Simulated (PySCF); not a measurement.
Isomers of C4H6F4O.

All values: B3LYP/def2-SVPD (PySCF) at GFN2-xTB geometries, gas phase, one conformer each. Core orbitals are frozen in the response; Δα² is half the sum of the squared differences of the principal polarisabilities.

(1) Rank by HOMO–LUMO gap, highest first.
A. `[CH3:1][C@@H:2]([F:3])[C@@H:4]([F:5])[O:6][CH:7]([F:8])[F:9]` with C1–C2–C4–F5 44°, C2–C4–O6–C7 171°, C4–O6–C7–F8 95°
B. `[CH3:1][O:2][C@@H:3]([CH2:4][F:5])[C:6]([F:7])([F:8])[F:9]` with C1–O2–C3–C4 75°, O2–C3–C4–F5 -87°
C. `[F:1][CH2:2][CH2:3][CH2:4][O:5][C:6]([F:7])([F:8])[F:9]` with F1–C2–C3–C4 68°, C2–C3–C4–O5 68°, C3–C4–O5–C6 176°
D. `[CH3:1][O:2][CH2:3][C@H:4]([F:5])[C:6]([F:7])([F:8])[F:9]` with C1–O2–C3–C4 177°, O2–C3–C4–F5 -85°
E. `[F:1][CH2:2][C@H:3]([F:4])[CH2:5][O:6][CH:7]([F:8])[F:9]` with F1–C2–C3–F4 -175°, C2–C3–C5–O6 -160°, C3–C5–O6–C7 81°, C5–O6–C7–F8 -84°

Answers

(1) A (9.82 eV), C (9.55 eV), E (9.13 eV), B (8.35 eV), D (8.15 eV).

All values together:

```csv
SMILES,μ (D),HOMO (eV),LUMO (eV),α (Å³),Δα (Å³)
COC[C@H](F)C(F)(F)F,2.81,-7.89,0.25,8.78,2.28
FCCCOC(F)(F)F,2.87,-9.32,0.24,8.59,1.78
FC[C@H](F)COC(F)F,3.05,-8.90,0.23,8.65,1.91
CO[C@@H](CF)C(F)(F)F,1.75,-8.01,0.34,8.61,1.45
FCO[C@@H](F)CC(F)F,2.13,-9.47,0.30,8.66,2.34
C[C@@H](F)[C@@H](F)OC(F)F,2.72,-9.55,0.26,8.75,2.33
```

Conformers: `[CH3:1][O:2][CH2:3][C@H:4]([F:5])[C:6]([F:7])([F:8])[F:9]` with C1–O2–C3–C4 177°, O2–C3–C4–F5 -85°; `[F:1][CH2:2][CH2:3][CH2:4][O:5][C:6]([F:7])([F:8])[F:9]` with F1–C2–C3–C4 68°, C2–C3–C4–O5 68°, C3–C4–O5–C6 176°; `[F:1][CH2:2][C@H:3]([F:4])[CH2:5][O:6][CH:7]([F:8])[F:9]` with F1–C2–C3–F4 -175°, C2–C3–C5–O6 -160°, C3–C5–O6–C7 81°, C5–O6–C7–F8 -84°; `[CH3:1][O:2][C@@H:3]([CH2:4][F:5])[C:6]([F:7])([F:8])[F:9]` with C1–O2–C3–C4 75°, O2–C3–C4–F5 -87°; `[F:1][CH2:2][O:3][C@@H:4]([F:5])[CH2:6][CH:7]([F:8])[F:9]` with F1–C2–O3–C4 69°, C2–O3–C4–F5 69°, O3–C4–C6–C7 -179°, C4–C6–C7–F8 -67°; `[CH3:1][C@@H:2]([F:3])[C@@H:4]([F:5])[O:6][CH:7]([F:8])[F:9]` with C1–C2–C4–F5 44°, C2–C4–O6–C7 171°, C4–O6–C7–F8 95°.
